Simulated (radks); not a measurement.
Species: the barium ion Ba39+. Configuration: [Ne] 3s2 3p5 (the NIST ground configuration).

Calculated with a radial shooting solver on a logarithmic mesh with Libxc functionals: scalar-relativistic Kohn-Sham, PBEsol, spin-polarised, spherical densities, finite nucleus; open shells are filled with parallel spins first (spin-orbit coupling, left out, can overturn this in heavy ions); Fermi nuclear charge, rms radius 4.8378 fm.

Energy parts (eV):
part                      energy
total                 -186490.59
kinetic                198588.20
electron-nucleus      -408572.72
Hartree                 26720.85
exchange-correlation    -3226.92

Orbitals (lengths in bohr, moments of r in powers of bohr; <r^-3> diverges for s and p1/2):
| orbital | occ. | eigenvalue (eV) | <r^-3> | <1/r> |
|---|---|---|---|---|
| 1s up | 1 | -39507.90 | - | 60.67 |
| 1s down | 1 | -39505.39 | - | 60.67 |
| 2s up | 1 | -8083.212 | - | 14.11 |
| 2s down | 1 | -8081.359 | - | 14.11 |
| 2p up | 3 | -7495.185 | 7163 | 13.40 |
| 2p down | 3 | -7492.609 | 7161 | 13.40 |
| 3s up | 1 | -3080.778 | - | 5.625 |
| 3s down | 1 | -3074.228 | - | 5.621 |
| 3p up | 3 | -2896.926 | 1785 | 5.389 |
| 3p down | 2 | -2890.282 | 1783 | 5.386 |

The highest occupied level is 3p down at -2890.3 eV. For comparison, the ionisation energy in NIST's Atomic Spectra Database is 2901 eV (theoretical). In exact Kohn-Sham theory the highest level is minus the ionisation energy, but local and semilocal functionals leave it too shallow, through self-interaction and a potential that decays too fast; potentials with the right tail come closer. Spin moment in Bohr magnetons: 1.
